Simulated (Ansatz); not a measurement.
SiH2MeEt (C₃H₁₀Si). Charge 0, multiplicity 1. Geometry PBE0-D4/def2-SVP, basis def2-TZVP, Ansatz.

```xyz
14

C     2.2937    0.2827   -0.0792
C    -0.7720    0.1010   -0.5968
C    -2.1648   -0.2342   -0.0713
Si    0.6147   -0.1238    0.6645
H     0.3561    0.7606    1.8483
H     0.6091   -1.5399    1.1596
H     2.3255    1.3253   -0.4325
H     2.5130   -0.3738   -0.9358
H     3.0972    0.1517    0.6619
H    -0.5308   -0.5224   -1.4762
H    -0.7348    1.1456   -0.9540
H    -2.9398   -0.0851   -0.8400
H    -2.2313   -1.2829    0.2600
H    -2.4356    0.3954    0.7914
```

| run | HOMO (eV) | LUMO (eV) |
| --- | --- | --- |
| A | -6.93 | 0.14 |
| B | -6.89 | 0.23 |
| C | -7.19 | 0.69 |
| D | -8.21 | 0.93 |

Another isomer (singlet) lies 0.56 eV lower at PBE0-D4/def2-TZVP; other spin states weren't run for this one.

Q: The runs used PBE, PBE0, r2SCAN, revPBE. Estimate which is which.

A: A PBE (0 % exact exchange); B revPBE (0 % exact exchange); C r2SCAN (0 % exact exchange); D PBE0 (25 % exact exchange). Exact exchange lowers occupied and raises empty levels; among semilocal functionals meta-GGAs tend to open the gap a little, and such runs are hard to tell apart. The gap grows from 7.07 eV (PBE) to 9.13 eV (PBE0).
